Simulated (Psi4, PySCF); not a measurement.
The Psi4 input:
```
memory 2 GB

molecule {
-1 2
  C     3.02837726    1.25865863   -0.05567488
  O     2.29640563    0.08432616    0.12022640
  C     0.93807368    0.23940587   -0.27244349
  C     0.07635208   -0.94151080    0.20697621
  C     0.64890599   -2.27225044   -0.28082145
  O    -1.22178217   -0.80629368   -0.25992180
  C    -2.02140714    0.29773754    0.38483942
  C    -2.89369560    0.88273900   -0.72117115
  O    -1.42644936    1.05132083    1.24070842
  H     2.60311937    2.08780157    0.52644175
  H     3.05648339    1.56331056   -1.11362965
  H     4.04599172    1.06045452    0.28582399
  H     0.87469961    0.31877746   -1.37015341
  H     0.50312279    1.14118400    0.17682840
  H     0.08505485   -0.91437779    1.31128330
  H     0.05923354   -3.09604081    0.11496539
  H     0.60847695   -2.30701069   -1.36794039
  H     1.68132179   -2.36573447    0.04646379
  H    -2.32546185    1.47554106   -1.46012803
  H    -3.64155625    1.53684625   -0.27183403
  H    -3.39551642    0.07574331   -1.25645332
}

set basis sto-3g
set reference uhf
set freeze_core true
set mp2_type conv
set scf_type pk
set puream true
set d_convergence 1e-8

energy('mp2')
print_variables()
```

Question: Write the same job for PySCF.

Answer: One answer among several that fit: 
```python
from pyscf import gto, scf, mp

mol = gto.Mole()
mol.atom = '''
    C     3.028377    1.258659   -0.055675
    O     2.296406    0.084326    0.120226
    C     0.938074    0.239406   -0.272443
    C     0.076352   -0.941511    0.206976
    C     0.648906   -2.272250   -0.280821
    O    -1.221782   -0.806294   -0.259922
    C    -2.021407    0.297738    0.384839
    C    -2.893696    0.882739   -0.721171
    O    -1.426449    1.051321    1.240708
    H     2.603119    2.087802    0.526442
    H     3.056483    1.563311   -1.113630
    H     4.045992    1.060455    0.285824
    H     0.874700    0.318777   -1.370153
    H     0.503123    1.141184    0.176828
    H     0.085055   -0.914378    1.311283
    H     0.059234   -3.096041    0.114965
    H     0.608477   -2.307011   -1.367940
    H     1.681322   -2.365734    0.046464
    H    -2.325462    1.475541   -1.460128
    H    -3.641556    1.536846   -0.271834
    H    -3.395516    0.075743   -1.256453
'''
mol.basis = 'sto-3g'
mol.charge = -1
mol.spin = 1
mol.verbose = 4
mol.build()

mf = scf.UHF(mol)
mf.kernel()

pt = mp.MP2(mf, frozen=9)
pt.kernel()
print('E(MP2) = %.10f' % pt.e_tot)
```

Both were run: Psi4 gave -453.142228 Eh and PySCF -453.142227 Eh, 0.000 mEh apart.
